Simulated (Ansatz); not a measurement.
Consider the cleavage of the Si–Si bond: `O[SiH]([SiH3])[AlH][Cl]` + `[OH][Sn][OH]` → `[OH][Sn][O][SiH3]` + `O[SiH2][AlH][Cl]`.

Gas-phase electronic energies from Ansatz, PBE0-D4/def2-TZVP geometries. CBS: MP2 limit from def2 TZ/QZ plus the TZ coupled-cluster correction, frozen cores. Functionals use def2-TZVPP. def2 core potentials past Kr. For Sn outer-core shells are correlated without core-valence functions, which leaves a few kJ/mol of doubt a bond. Each species was taken in one conformer, which may not be the lowest.

CCSD(T)/CBS gives -24.5 kcal/mol.

(1) Another level gave -20.2 kcal/mol. Which?
A. PBE/def2-TZVPP
B. PBE-QIDH/def2-TZVPP
C. PBE0-D4/def2-TZVPP
D. CCSD(T)/def2-TZVPP

(2) What do rigid-rotor, harmonic-oscillator terms from PBE0-D4/def2-TZVP frequencies (298.15 K, 1 bar) make of the CCSD(T)/CBS value? (Best estimate.)

Largest T1 diagnostic among the species: 0.018.

Answers

(1) C. PBE0-D4 -20.2, CCSD(T)/def2-TZVPP -24.8, PBE -18.0, PBE-QIDH -23.7 kcal/mol.

(2) Ansatz gave: ΔZPE = -0.7 kcal/mol, ΔH = -25.4 kcal/mol, ΔS = 7 J/(mol·K), ΔG = -25.9 kcal/mol. Modes under 50 cm⁻¹ make the entropy rough.

At CCSD(T), def2-SVP lies −0.9 kcal/mol from the extrapolated value and def2-TZVPP −0.3 kcal/mol. From PBE to PBE0 (25 % exact exchange), in def2-TZVPP and without D4, ΔE moves by −2.3 kcal/mol.
